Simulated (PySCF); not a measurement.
Start geometry of `C(/C)=N\[SiH2]O` from GFN2-xTB (Å):
```
atom  x, y, z in Å
C1     2.203   -0.033   -0.181
C2     0.858   -0.179    0.445
N3    -0.199   -0.058   -0.209
Si4   -1.877   -0.212    0.160
O5    -2.621    1.069   -0.507
H6     2.749    0.769    0.313
H7     2.770   -0.952   -0.043
H8     2.110    0.184   -1.241
H9     0.878   -0.398    1.523
H10   -2.245   -1.470   -0.492
H11   -2.310   -0.126    1.549
H12   -2.315    1.407   -1.345
```

Task: What comes out of this run: PBE0-D3(BJ)/def2-SVP geometry optimisation, gas phase in PySCF?

Result: 
```
atom  x, y, z in Å
C1     2.3895   -0.0584   -0.0169
C2     0.9685   -0.1746    0.4253
N3    -0.0147   -0.1629   -0.3725
Si4   -1.6893   -0.2652    0.1129
O5    -2.4963    1.0979   -0.3853
H6     2.8692    0.8068    0.4702
H7     2.9588   -0.9490    0.2976
H8     2.4442    0.0498   -1.1079
H9     0.8372   -0.2750    1.5289
H10   -2.2430   -1.4972   -0.5233
H11   -1.8630   -0.3134    1.5966
H12   -2.3999    1.3243   -1.3153
```

The energy falls by 12.3 kJ/mol over 11 energy and gradient evaluations, the largest force component goes from 0.0177 to 2.9e-04 Eh/bohr, and the atoms move by 0.197 Å rms after alignment. The bond that changes most is Si4–H11 (oxygen-bound silicon to Si–H hydrogen), which lengthens by 0.037 Å. Bonds longer at the end by more than 0.005 Å: 10 of 11; shorter: 0. Among the angles that change most is C2–N3–Si4, from 134.6° to 124.7°. Among the dihedrals that turn most is C2–N3–Si4–H11, from 20° to 2°. Rotational constants go from 13553, 1767, 1643 to 13447, 1738, 1641 MHz. The orientation of the end geometry is arbitrary; only internal coordinates are fixed.

The run used 109 basis functions and 76 SCF cycles in all.

No PBE0-D3(BJ)/def2-SVP frequencies stand behind this structure, so it isn't proved a minimum. The numbers are those of one conformer.
